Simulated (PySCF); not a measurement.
F5Si2, multiplicity 2. Atoms are numbered in the order given.

```xyz
7

F      1.9931     0.2445     1.3039
Si     1.3538    -0.4818     0.0000
F      1.9931     0.2445    -1.3039
Si    -0.9615     0.0086     0.0000
F     -1.3389     1.5707     0.0000
F     -1.6287    -0.6618    -1.2996
F     -1.6287    -0.6618     1.2996
```
Charge 0, spin multiplicity 2.

Coordinates come from a B3LYP-D3(BJ)/def2-SVP optimisation. The isomer is the one that the SMILES or the coordinates give; other isomers of the formula were not compared. The values are those of a single conformer.

These are SMD-ωB97X/6-31G* (PySCF) values and carry that method's errors.

Solvation free energies are E(SMD) − E(gas) at the gas-phase geometry, for 1 M in both phases. In vacuum the dipole moment is 1.40 D.

### Question
Rank water, n-hexane, cyclohexanone by solvation free energy, most negative first.

### Answer
cyclohexanone (-1.9 kcal/mol), n-hexane (-1.1 kcal/mol), water (0.5 kcal/mol)
